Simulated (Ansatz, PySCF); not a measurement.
Al(F)(Me)(NHMe) (C2H7AlFN), SMILES [F][Al]([CH3])[NH]C.

Geometry optimised at B3LYP-D3(BJ)/def2-SVP. The structure was generated by enumeration; whether it is a known compound was not checked. The values are those of a single conformer.

Vertical ionisation energy (IE) and electron affinity (EA) in eV. Rows of orbital energies are one-electron estimates. Where ΔSCF, EOM or ADC give a negative EA the extra electron is unbound and the value depends on the basis.

| level | IE | EA |
|---|---|---|
| −ε(HOMO), −ε(LUMO), B3LYP/def2-TZVP (PySCF) | ? | ? |
| −ε(HOMO), −ε(LUMO), PBE/def2-TZVP (PySCF) | 5.50 | 0.79 |
| ΔSCF, PBE0/def2-SVPD (Ansatz), final states of multiplicity 2 and 2 | 9.09 | -0.70 |
| ΔSCF, PBE/def2-SVPD (Ansatz), final states of multiplicity 2 and 2 | 9.04 | -0.56 |

Task: Complete the blanks. (The exact figures need the calculation; the answer reports its results.)

Result: 
- −ε(HOMO), −ε(LUMO), B3LYP/def2-TZVP (PySCF), IE: 6.62
- −ε(HOMO), −ε(LUMO), B3LYP/def2-TZVP (PySCF), EA: 0.29

Task: What vertical singlet–triplet gap does ΔSCF give with PBE0/def2-SVPD (Ansatz, a quantum-chemistry and plane-wave program) and with PBE/def2-SVPD (Ansatz)? (The exact figures need the calculation; the answer reports its results.)

Result: 5.19 and 5.03 eV (triplet above singlet where positive).
